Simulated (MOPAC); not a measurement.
Job for MOPAC: PM7 on TiP, 2S+1 = 6, a spin state set in the input, which need not be the lowest, a point of a bond scan (R = 2.527 Å).

```
PM7 1SCF PRECISE CHARGE=0 UHF MS=2.5 THREADS=1
PTi

Ti     0.00000000 1     0.00000000 1     0.00000000 1
P      0.00000000 1     0.00000000 1     2.52708200 1
```

Program output:

```
*******************************************************************************
 **                                                                           **
 **                              MOPAC v23.2.5                                **
 **                                                                           **
 *******************************************************************************
 ** MOPAC's Digital Object Identifier: https://doi.org/10.5281/zenodo.6511958 **
 **                                                                           **
 ** Please cite the open-source release paper for use of this MOPAC version:  **
 ** J. E. Moussa and J. J. P. Stewart (2026)                                  **
 ** MOPAC: An open-source semiempirical molecular orbital program             **
 ** J. Open Source Softw., 11(119), 8025, https://doi.org/10.21105/joss.08025 **
 *******************************************************************************

                              PM7 CALCULATION RESULTS

 *******************************************************************************
 *  PM7        - The PM7 Hamiltonian to be used
 *  UHF        - UNRESTRICTED HARTREE-FOCK CALCULATION
 *
 *
 *
 *                 CHARGE ON SYSTEM = 0
 *
 *
 *
 *  MS=        - IN MECI, MAGNETIC COMPONENT OF SPIN =  2.5
 *  PRECISE    - TIGHTER CRITERIA TO BE USED
 *  1SCF       - DO 1 SCF AND THEN STOP
 *  THREADS=1  - MULTI-THREADING NOT USED
 *  T=         - A TIME OF 172800.0 SECONDS REQUESTED
 *  DUMP=N     - RESTART FILE WRITTEN EVERY 7200.0 SECONDS REQUESTED
 *******************************************************************************
PM7 1SCF PRECISE CHARGE=0 UHF MS=2.5 THREADS=1
 PTi

   ATOM   CHEMICAL          X               Y               Z
  NUMBER   SYMBOL      (ANGSTROMS)     (ANGSTROMS)     (ANGSTROMS)

     1      Ti          0.00000000  *   0.00000000  *   0.00000000  *
     2       P          0.00000000  *   0.00000000  *   2.52708200  *



          CARTESIAN COORDINATES

    NO.       ATOM           X           Y           Z

     1        Ti          0.0000      0.0000      0.0000
     2         P          0.0000      0.0000      2.5271

 General Reference for PM7:
 "Optimization of Parameters for Semiempirical Methods VI: More Modifications to the
 NDDO Approximations and Re-optimization of Parameters", J. J. P. Stewart, J. Mol. Mod., 1:32, 19 (2013)
 https://link.springer.com/article/10.1007/s00894-012-1667-x

           Empirical Formula: Ti P  =     2 atoms



      MOLECULAR POINT GROUP   :   C*v


          UHF CALCULATION, NO. OF ALPHA ELECTRONS =    7
                           NO. OF BETA  ELECTRONS =    2

 -------------------------------------------------------------------------------
 PM7 1SCF PRECISE CHARGE=0 UHF MS=2.5 THREADS=1
 PTi



     1SCF WAS SPECIFIED, SO BFGS WAS NOT USED
     SCF FIELD WAS ACHIEVED


                              PM7 CALCULATION
                                                       MOPAC v23.2.5 Linux




          FINAL HEAT OF FORMATION =         51.90107 KCAL/MOL =     217.15409 KJ/MOL


          COSMO AREA              =        109.86 SQUARE ANGSTROMS
          COSMO VOLUME            =        101.28 CUBIC ANGSTROMS

          IONIZATION POTENTIAL    =          9.456203 EV
          ALPHA SOMO LUMO (EV)    =         -9.456 -3.629
          BETA  SOMO LUMO (EV)    =        -10.122 -5.650
          NO. OF ALPHA ELECTRONS  =          7
          NO. OF BETA  ELECTRONS  =          2
          MOLECULAR WEIGHT        =         78.8738         POINT GROUP:  C*v

          MOLECULAR DIMENSIONS (Angstroms)

            Atom       Atom       Distance
            P     2   Ti     1     2.52708
            P     2   Ti     1     0.00000
           Ti     1    P     2     0.00000


          SCF CALCULATIONS        =          1





   ATOM   CHEMICAL          X               Y               Z
  NUMBER   SYMBOL      (ANGSTROMS)     (ANGSTROMS)     (ANGSTROMS)

     1      Ti          0.00000000  *   0.00000000  *   0.00000000  *
     2       P          0.00000000  *   0.00000000  *   2.52708200  *

                             CARTESIAN COORDINATES

   1   Ti        0.000000000     0.000000000     0.000000000
   2    P        0.000000000     0.000000000     2.527082000


           Empirical Formula: Ti P  =     2 atoms



      MOLECULAR POINT GROUP   :   C*v


          ALPHA EIGENVALUES
 -47.53125 -11.93763 -11.56326 -11.56326 -10.06665 -10.06665  -9.45620  -3.62858
  -3.62858  -0.49396  10.02996  10.02996  10.44837 101.53278 101.53278 101.85067
 101.96500 101.96500


           BETA EIGENVALUES
 -44.84407 -10.12184  -5.64964  -5.64964  -1.68486  -1.68486  -1.65985  -1.65985
  -1.21228   0.40664  10.52142  10.52142  10.60376 101.61236 101.61236 101.90806
 102.04988 102.04988


              NET ATOMIC CHARGES AND DIPOLE CONTRIBUTIONS

  ATOM NO.   TYPE          CHARGE      No. of ELECS.   s-Pop       p-Pop       d-Pop
    1         Ti          -0.069097        4.0691     0.78751     0.05837     3.22322
    2          P           0.069097        4.9309     1.91106     3.01463     0.00522
 DIPOLE           X         Y         Z       TOTAL
 POINT-CHG.     0.000     0.000     0.839     0.839
 HYBRID        -0.000    -0.000    -2.284     2.284
 SUM           -0.000    -0.000    -1.445     1.445


          ATOMIC ORBITAL ELECTRON POPULATIONS

     Atom    s        px        py        pz      x^2-y^2     xz        z^2       yz        xy
    1 Ti   0.78751   0.00366   0.00366   0.05104   0.99926   0.21232   0.80005   0.21232   0.99926
    2  P   1.91106   0.78324   0.78324   1.44814   0.00074   0.00077   0.00220   0.00077   0.00074


                    (SZ)    =    2.500000
                    (S**2)  =    8.751533


          ATOMIC ORBITAL SPIN POPULATIONS

    Atom   Total    s     px     py     pz   x^2-y^2  xz     z^2    yz     xy
         Atomic
    1 Ti  3.3801  0.341  0.004  0.004 -0.002  0.999  0.212  0.610  0.212  0.999
    2  P  1.6199  0.007  0.783  0.783  0.043  0.001  0.001  0.000  0.001  0.001

 **********************
 *                    *
 * JOB ENDED NORMALLY *
 *                    *
 **********************




 == MOPAC DONE ==
```

The run finished.

Cost: roughly 0.020 core-seconds.
